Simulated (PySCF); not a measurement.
C8H10O: full NMR table

| Item | Value |
| --- | --- |
| Formula | C8H10O |
| SMILES | C=CCC1=COC=CC1 |
| Point group of the computed structure | C1 |
| Degrees of unsaturation | 4 |
| Carbon signals | 8 |
| Proton signals | 8 |

Numbering as in the mapped SMILES `[CH2:1]=[CH:2][CH2:3][C:4]1=[CH:5][O:6][CH:7]=[CH:8][CH2:9]1` (H(Xn): hydrogen on atom n). Ha(C1) is cis to C3; Hb(C1) is trans to C3.

Method: shieldings: GIAO PBE0/pcSseg-1, structure optimised with GFN2-xTB, in PySCF 2.14 (a single conformation, non-relativistic Hamiltonian, rapidly exchanging positions averaged, no solvent).

Scale: ¹H and ¹³C against TMS; ¹⁷O against H2O (reference shieldings calculated alike).

| carbon | δC, type | δH (multiplicity) | HMBC from (2–3 bonds) | span of the C tensor (ppm) |
| --- | --- | --- | --- | --- |
| C1 | 123.8, CH2 | Hb(C1) 5.36 (m); Ha(C1) 5.41 (m) | H(C2), H(C3) | 210 |
| C2 | 147.2, CH | 5.80 (m) | Ha(C1), Hb(C1), H(C3) | 226 |
| C3 | 44.6, CH2 | 2.57 (d) | H(C5), H(C2), Ha(C1), Hb(C1), H(C9) | 28 |
| C4 | 116.5, C | – | H(C5), H(C2), H(C8), H(C9), H(C3) | 188 |
| C5 | 143.3, CH | 6.42 (s) | H(C7), H(C9), H(C3) | 146 |
| C7 | 147.4, CH | 6.47 (d) | H(C5), H(C8), H(C9) | 172 |
| C8 | 106.2, CH | 4.87 (m) | H(C7), H(C9) | 176 |
| C9 | 27.2, CH2 | 2.80 (m) | H(C7), H(C5), H(C8), H(C3) | 35 |

Other nuclei:
| atoms | nucleus | environment | δ (ppm) | σ (ppm) |
| --- | --- | --- | --- | --- |
| O6 | ¹⁷O | ether oxygen | 163.3 | 172.8 |

1. Carbon types of the structure: 1 × C, 4 × CH, 3 × CH2, which accounts for all hydrogens.
2. δC 147.4, 143.3: alkene carbon bearing oxygen; an sp2 carbon further deshielded by the attached heteroatom.
3. δC 147.2: alkene CH; as expected for a trigonal carbon in a double bond.
4. δC 123.8: terminal =CH2 carbon; the olefinic region.
5. δC 116.5, 106.2: β carbon of an enol-ether or enamine type C=C.
6. δH 2.80, 2.57: hydrogen on an allylic sp3 CH2; allylic position.

Shifts are as computed. Against solution values, carbons near 30 ppm lie about +3 ppm off and those near 130 ppm about +5 ppm. Of 1211 compounds with measured shifts, 218 miss one by over three times the rms of a fit or turn the order of signals round; such compounds aren't used in these exercises. Experimental scales use liquid or dissolved standards, which lie at an offset from isolated H2O (liquid H2O: subtract about 36 ppm). Multiplicities follow the n + 1 count of equivalent neighbours, as no J values were calculated; m marks all less simple cases, F and P coupling included.
